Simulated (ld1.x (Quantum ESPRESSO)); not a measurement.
## neodymium, PAW: configuration errors across variants

* Element: Nd
* Generator: ld1.x (Quantum ESPRESSO) 7.5
* Type: PAW
* Functional: LDA (PZ)
* Relativity: fully relativistic
* Frozen core: [Kr]
* Valence charge: 24
* Reference configuration: 4d10 4f3 5s2 5p6 5d0 6s0 6p0 (charge +3)
* Partial waves: 5s (bound): rcut 2.00, rcutus 2.50 bohr; 6s (bound, empty): rcut 2.00, rcutus 2.50 bohr; 5p (bound): rcut 2.05, rcutus 2.45 bohr; 6p (bound, empty): rcut 2.05, rcutus 2.45 bohr; 4d (bound): rcut 0.95, rcutus 1.20 bohr; 5d (bound, empty): rcut 0.95, rcutus 1.20 bohr; 4f (bound): rcut 1.45, rcutus 1.55 bohr; 4f channel at 2.1 Ry: rcut 1.45, rcutus 1.55 bohr
* Local potential: all-electron potential smoothed inside 0.90 bohr (lloc = -2)
* Core correction: a·sin(br)/r model core, default radius (ld1.x builds one for every PAW set, though the input has nlcc=.false.)
* Augmentation charge: PSQ, inside the norm-conserving radii

Open shells are filled in proportion to 2j + 1 (rel_dist='average').

All-electron excitation energies from the reference (eV): (1) 4d10 4f4 5s2 5p6 5d0 6s2 6p0 -39.686; (2) 4d10 4f4 5s2 5p6 5d0 6s1 6p0 -33.689; (3) 4d10 4f4 5s2 5p6 5d0 6s0 6p0 -22.700; (4) 4d10 4f4 5s1 5p6 5d0 6s2 6p0 6.136; (5) 4d10 4f3 5s2 5p6 5d0 6s2 6p0 -31.323; (6) 4d10 4f4 5s2 5p6 5d0 6s1.5 6p0 -37.290.

Tests that are not counted but printed errors over 1 eV. “waves 5p (bound): rcut 2.05, rcutus 3.28 bohr; 6p (bound): rcut 2.05, rcutus 3.28 bohr”: 4d10 4f4 5s2 5p6 5d0 6s0 6p2 (solver errors, printed error -6055 eV).

2 further variants failed, have other tests or too few solved ones, and are left out.

Errors AE − PS in meV (a dash: test not solved or not reliable):

```csv
change,(1),(2),(3),(4),(5),(6),bound ghosts
base,-1155,-1233,-1318,-790,-13,-1195,not determined
"waves 5p (bound): rcut 1.52, rcutus 1.62 bohr; 6p (bound): rcut 1.52, rcutus 1.62 bohr",-97,-103,-112,-69,+2.4,-100,not determined
"waves 5p (bound): rcut 2.05, rcutus 2.22 bohr; 6p (bound): rcut 2.05, rcutus 2.22 bohr",–,–,–,–,–,–,not determined
"waves 5p (bound): rcut 2.05, rcutus 2.46 bohr; 6p (bound): rcut 2.05, rcutus 2.46 bohr",-1155,-1233,-1318,-790,-13,-1195,not determined
"waves 5p (bound): rcut 2.05, rcutus 3.02 bohr; 6p (bound): rcut 2.05, rcutus 3.02 bohr",-135,-144,-156,-82,+4.2,-139,not determined
"waves 5p (bound): rcut 2.05, rcutus 3.28 bohr; 6p (bound): rcut 2.05, rcutus 3.28 bohr",-147,-158,-170,-90,+5.8,-152,not determined
"waves 5p (bound): rcut 2.05, rcutus 3.38 bohr; 6p (bound): rcut 2.05, rcutus 3.38 bohr",-151,-162,-175,-92,+6.4,-157,not determined
"waves 5p (bound): rcut 2.05, rcutus 3.74 bohr; 6p (bound): rcut 2.05, rcutus 3.74 bohr",-177,-192,-208,-99,+12,-184,not determined
```

Give the same row for: waves 5p (bound): rcut 2.05, rcutus 2.72 bohr; 6p (bound): rcut 2.05, rcutus 2.72 bohr.

-840, -865, -867, -402, -15, -856; bound ghosts: not determined. Not counted: 4d10 4f4 5s2 5p6 5d0 6s0 6p2 (solver errors, printed error -8.1 eV).
